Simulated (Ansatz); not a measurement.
`[CH3][AlH][O][SiH2]C`, charge 0, multiplicity 1.

Task: Give a relaxed structure at PBE0-D4/def2-TZVP (Ansatz). (Best estimate.)

Result: Ansatz gave: 
Cartesian coordinates in Å:
```
C -1.891 -1.725 0.150
Al -0.028 -1.919 -0.373
O 0.975 -0.564 -0.394
Si 1.599 0.934 -0.301
C 0.375 2.143 0.418
H -2.049 -0.867 0.808
H -2.269 -2.620 0.652
H -2.520 -1.572 -0.735
H 0.626 -3.292 -0.809
H 2.822 0.902 0.549
H 1.994 1.383 -1.667
H -0.529 2.200 -0.194
H 0.083 1.853 1.431
H 0.812 3.144 0.468
```
This is one stationary point; other conformers may exist.
